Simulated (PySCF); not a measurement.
## How methods differ on the excitation energy of Fe+

Fe+ [Ar] 3d6 4s1 (6D) → Fe+ [Ar] 3d6 4p1 (high-spin determinant), as a difference of total energies. Computed with PySCF 2.14 in x2c-TZVPPall with one added diffuse shell each of s, p, d, f type (7s6p5d3f1g, 80 functions), with the spin-free X2C one-electron Hamiltonian (Gaussian nucleus). Correlated levels: valence: [Ar] frozen; valence and next inner shell: [Ne] frozen. The calculations carry no spin-orbit coupling.

```
                                method  excitation energy (eV)
                                   UHF                   4.534
                                   LDA                   4.977
                                   PBE                   4.836
                                  PBE0                   4.776
                                r2SCAN                   4.861
                                 TPSSh                   4.764
                               wB97X-V                   4.749
                                 HSE06                   4.807
                             BHandHLYP                   4.779
                         MP2 (valence)                   4.760
                     SCS-MP2 (valence)                   4.685
    MP2 (valence and next inner shell)                   4.890
SCS-MP2 (valence and next inner shell)                   4.803
```

Question: How much does correlation contribute at MP2 (valence and next inner shell)?

Answer: 4.890 − (4.534) = 0.356 eV, measured against UHF.

A first-order spin-orbit estimate (lowest level to lowest level, LS coupling) adds 0.021 eV.

The determinant of the upper state mixes LS terms, which raises its energy above the lowest term, most at the Hartree-Fock and MP2 levels.
